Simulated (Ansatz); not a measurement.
Compare A (`[SiH3][SiH]1COC1`) with its isomer B (`CC1(O)[SiH2][SiH2]1`).

Program: Ansatz. Geometries: PBE0-D4/def2-TZVP. ΔE: electronic, gas phase. CCSD(T)/CBS adds triple-zeta CCSD(T) − MP2 to the extrapolated MP2 energy (def2 sets, frozen cores). DFT in def2-TZVPP. B3LYP here is the variant with VWN-RPA as its local correlation; programs differ in this. One conformer a species, not always the lowest.

(1) Which is lower in electronic energy at CCSD(T)/CBS, and by how much? (Estimate.)

(2) Give E(B) − E(A) in kJ/mol with ωB97M-V, CCSD(T)/def2-TZVPP, r2SCAN-D4, BLYP-D4, B2PLYP, B3LYP-D4, LDA (SPW92). (Best estimate.)

(3) Does the order hold for the free energy at 298.15 K (harmonic terms from PBE0-D4)? (An estimate is asked.)

Largest T1 diagnostic: 0.013.

Results:

(1) Ansatz gave: A, by 18.4 kJ/mol.

(2) The calculation gave: ωB97M-V 20.9, CCSD(T)/def2-TZVPP 21.9, r2SCAN-D4 14.8, BLYP-D4 20.5, B2PLYP 23.8, B3LYP-D4 23.0, LDA (SPW92) 4.3. None reverses the order clearly.

(3) Ansatz gave: Yes: G(B) − G(A) = +19.7 kJ/mol, for one conformer each. Modes under 60 cm⁻¹, often nearly free rotors, make the harmonic entropy too high.

In def2-TZVPP, CCSD(T) changes the Hartree–Fock value by −22.5 kJ/mol (the triples alone add −3.8 kJ/mol) and MP2 by −28.8 kJ/mol. At CCSD(T), def2-SVP lies −7.0 kJ/mol from the extrapolated value and def2-TZVPP +3.6 kJ/mol.
